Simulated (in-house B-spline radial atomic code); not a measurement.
RPA and G0W0 on CAM-B3LYP: Cr VII (Cr6+)

Configuration [Ne] 3s2 3p6, mean-field start CAM-B3LYP. Computed with a B-spline radial code for spherical atoms: all electrons, scalar-relativistic (spin-free one-electron X2C), finite nucleus, each spin shell either full or empty, empty states to l = 9 with an (l + 1/2)⁻⁴ tail; G0W0 by contour deformation at full frequency.

Command:
```bash
python run_gw.py task.json out
```
Settings (radii: box in bohr, nucleus in fm):
```
Z                        24
electrons                18
configuration            [Ne] 3s2 3p6
hamiltonian              x2c
method                   camb3lyp
lmax                     9
rms_radius               3.6452
spin_polarised           False
box_radius               9.29
intervals                67
```

Run time, properties included: 1.2 s on 1 thread of Arm Neoverse V2, on a shared host.

Energies (hartree):

```tsv
term	value
mean-field total	-1041.09561
Hartree-Fock functional on these orbitals	-1040.21930
direct second order	-1.3549
second-order exchange	0.45369
SOSEX correction	0.41863
```

Q: What is the RPA correlation energy, and what remains with SOSEX?

A: RPA gives -1.2034 hartree (-1.82 eV per electron); RPA + SOSEX gives -0.78481, and the second-order doubles -0.90116 hartree (no singles). SOSEX takes back 35 % of the RPA value.

Quasi-particle levels (eV):

| level | occupied | mean field | Σx - vxc | Σc | QP weight | G0W0 |
| --- | --- | --- | --- | --- | --- | --- |
| 3p | yes | -153.29 | -7.13 | ? | ? | ? |
| 2p | yes | -689.17 | -34.34 | 10.87 | 0.903 | -712.64 |
| 3d | no | -97.76 | 9.74 | -3.10 | 0.973 | -91.11 |

G0W0 = mean field + (Σx - vxc) + Σc, with Σc (partial-wave tail included) taken at the quasi-particle energy. Only the outer levels were computed. Levels of low weight are left out.

Q: Where does G0W0 put 3p?

A: At -160.84 eV, with Σc = -0.42 eV and a quasi-particle weight of 0.963. The tabulated removal energy is 160.29 ± 0.06 eV (NIST, semi-empirical); the calculation leaves out spin-orbit coupling, Breit and QED terms, and what these don't explain is the method's own error.
